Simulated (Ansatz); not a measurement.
# Ligand exchange: BH2Cl + HI → BH2I + HCl

Gas-phase species: BH2Cl `BCl`, singlet; HI, singlet; BH2I `BI`, singlet; HCl (hydrogen chloride), singlet. The partners trade Cl for I: B–Cl and H–I bonds give way to B–I and H–Cl.

Shapes, held fixed at every level: PBE0-D4/def2-TZVP. Programs: Ansatz 0.2.0. The zero-point and thermal change to 298 K, harmonic and unscaled (PBE0-D4/def2-TZVP), is +1.6 kJ/mol.

| level | kind | ΔH(298 K) (kJ/mol) | less CCSD(T)/def2-TZVPP | CPU time (sum over the molecules) |
| --- | --- | --- | --- | --- |
| HF/def2-TZVPP | Hartree–Fock | +31.3 | +7.8 | – |
| PBE-D4/def2-TZVPP | GGA | +24.2 | +0.7 | 4.9 s |
| r2SCAN-D4/def2-TZVPP | meta-GGA | +26.1 | +2.6 | 10 s |
| B3LYP-D4/def2-TZVPP | global hybrid | +28.2 | +4.7 | 5.7 s |
| PBE0-D4/def2-TZVPP | global hybrid | +24.7 | +1.2 | 4.4 s |
| wB97X-V/def2-TZVPP | range-separated hybrid | +29.0 | +5.5 | 13 s |
| CCSD(T)/def2-TZVPP | coupled cluster or CI | +23.5 | 0.0 | – |

The highest level, CCSD(T)/def2-TZVPP, gives ΔH(298 K) = +23.5 kJ/mol; the levels span +23.5 to +31.3. The column of differences is taken from that level and isn't an error. No measured value is set beside it here. For atoms past krypton def2 sets carry core potentials with scalar relativity. Outer-core shells of I are correlated, in sets that cover them unevenly. Times are processor times on shared x86 and Arm servers, and rough.
